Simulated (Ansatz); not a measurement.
Program: Ansatz. Geometries: PBE0-D4/def2-TZVP. ΔE: electronic, gas phase. CCSD(T)/CBS adds triple-zeta CCSD(T) − MP2 to the extrapolated MP2 energy (def2 sets, frozen cores). DFT in def2-TZVPP. B3LYP here is the variant with VWN-RPA as its local correlation; programs differ in this. def2 core potentials past Kr. For Ga, Sn outer-core shells are correlated without core-valence functions, which leaves a few kJ/mol of doubt a bond. Scalar relativity is left out up to krypton. Each species was taken in one conformer, which may not be the lowest.

Consider the substitution at a C–Ga bond: `C#[C][GaH][SH]` + `[NH2][SnH2][OH]` → `C#C[O][SnH2][NH2]` + `[SH][GaH2]`.

```tsv
level	ΔE (kJ/mol)	difference from CCSD(T)/CBS
PBE-D4	70.9	-32.3
r2SCAN-D4	78.8	-24.4
PBE0-D4	76.2	-27.0
B3LYP-D4	78.4	-24.8
ωB97X-V	82.8	-20.4
ωB97M-V	86.3	-16.9
B2PLYP	90.3	-12.9
PBE	71.8	-31.4
r2SCAN	79.1	-24.1
PBE0	77.0	-26.2
B3LYP	79.7	-23.5
HF/def2-TZVPP	90.9	-12.3
MP2/def2-TZVPP	105.3	2.1
SCS-MP2/def2-TZVPP	104.3	1.1
CCSD/def2-TZVPP	100.7	-2.5
CCSD(T)/def2-TZVPP	100.4	-2.8
HF/def2-QZVPP	90.4	-12.8
MP2/def2-QZVPP	106.8	3.6
SCS-MP2/def2-QZVPP	105.8	2.6
HF/CBS(def2)	90.4	-12.8
MP2/CBS(def2)	108.1	4.9
CCSD/CBS(def2)	103.5	0.3
CCSD(T)/CBS	103.2	0
```

Largest T1 diagnostic among the species: 0.014.

In def2-TZVPP, CCSD(T) changes the Hartree–Fock value by +9.6 kJ/mol (the triples alone add −0.3 kJ/mol) and MP2 by +14.4 kJ/mol. From PBE to PBE0 (25 % exact exchange), in def2-TZVPP and without D4, ΔE moves by +5.2 kJ/mol.
